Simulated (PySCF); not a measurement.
# Correlation energy of Pd⁻ (palladium, charge -1)

[Kr] 4d10 5s1, 2S determinant. Computed with PySCF 2.14 in aug-cc-pwCVTZ-PP with ECP28MDF (8s8p7d4f3g, 122 functions), with scalar relativity through the core potential. Frozen: 4s2 4p6; 11 electrons correlated.

MP2 pair energies summed by pair of shells (mhartree):

```json
{"pair": "4d-4d", "energy": "-404.06", "share (%)": "96.3"}
{"pair": "4d-5s", "energy": "-15.51", "share (%)": "3.7"}
```

Total MP2 correlation energy: -419.57 mhartree.

Same-spin part -147.96 and opposite-spin part -271.61 mhartree; SCS-MP2 scales them by 1/3 and 6/5 to -375.26 mhartree.

The Hartree-Fock reference does not bind the outermost electron (its level is positive or very diffuse), so these energies belong to a reference that the basis holds together.
